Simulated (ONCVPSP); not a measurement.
## Before and after: ONCV potential for Al (Z = 13)

- Element: aluminium
- Generator: ONCVPSP 4.0.1
- Type: optimised norm-conserving Vanderbilt (ONCV)
- Functional: LDA (Perdew-Wang 92)
- Relativity: scalar-relativistic
- Frozen core: [He]
- Valence charge: 11
- Reference configuration: 2s2 2p6 3s2 3p1
- Partial waves: 2s+3s: rc 1.10 bohr, ncon 4, nbas 7, qcut 11.4 1/bohr, 2 projectors; 2p+3p: rc 1.20 bohr, ncon 3, nbas 6, qcut 12.9 1/bohr, 2 projectors
- Local potential: polynomial inside 0.95 bohr (lpopt 3, dvloc0 0 Ha)
- Core correction: none

All-electron outer shells of the reference configuration (LDA (PZ), scalar-relativistic, ld1.x):

```json
{"shell": "1s", "level (eV)": "-1504.30", "outermost node (bohr)": "–", "outermost maximum (bohr)": "0.08"}
{"shell": "2s", "level (eV)": "-107.50", "outermost node (bohr)": "0.17", "outermost maximum (bohr)": "0.50"}
{"shell": "2p", "level (eV)": "-69.71", "outermost node (bohr)": "–", "outermost maximum (bohr)": "0.43"}
{"shell": "3s", "level (eV)": "-7.84", "outermost node (bohr)": "0.80", "outermost maximum (bohr)": "2.06"}
{"shell": "3p", "level (eV)": "-2.79", "outermost node (bohr)": "0.82", "outermost maximum (bohr)": "2.64"}
```

Change: s: qcut 16.3; p: qcut 18.5.

Cutoffs: the cutoffs (Ha) at which the residual kinetic energy of the hardest occupied pseudo-wave falls to 1 and 0.1 mHa per electron; they do not see the model core or the augmentation charge, which bear on the density cutoff. Errors are all-electron minus pseudo energies relative to the spin-unpolarised reference configuration.

Task: How do hardness, ghosts and transferability respond?

Result: The potential gets neither clearly harder nor softer (60 Ha and 68 Ha → 64 Ha and 72 Ha); the p channel sets the loose cutoff, while the largest relative change is in s, which becomes harder; of the 3 tests that both files solve, the error grows in 0 and shrinks in 1 by more than 15 % and 0.3 meV (median size 0.6 → 0.5 meV); neither file shows a bound ghost.

| quantity | base | changed |
| --- | --- | --- |
| cutoff, loose | 60 Ha | 64 Ha |
| cutoff, tight | 68 Ha | 72 Ha |
| loose cutoff by channel | s 26 Ha, p 60 Ha | s 47 Ha, p 64 Ha |
| bound ghosts | none | none |
| GHOST(+) flags under 300 eV | none | none |
| tests with a reliable result | 3 of 4 | 3 of 4 |
| error for 2s2 2p6 3s2 3p0, meV [ΔE 5.84 eV] | +0.2 | +0.2 |
| error for 2s2 2p6 3s1 3p0, meV [ΔE 25.21 eV] | -0.6 | -0.5 |
| error for 2s1 2p6 3s2 3p1, meV [ΔE 120.05 eV] | -433 | -337 |
| s: phases at 1.12 bohr within 0.05 rad from the reference energy up to (Ha; the scan ends near 5) | to the end of the scan | to the end of the scan |
| p: phases at 1.22 bohr within 0.05 rad from the reference energy up to (Ha; the scan ends near 5) | to the end of the scan | to the end of the scan |
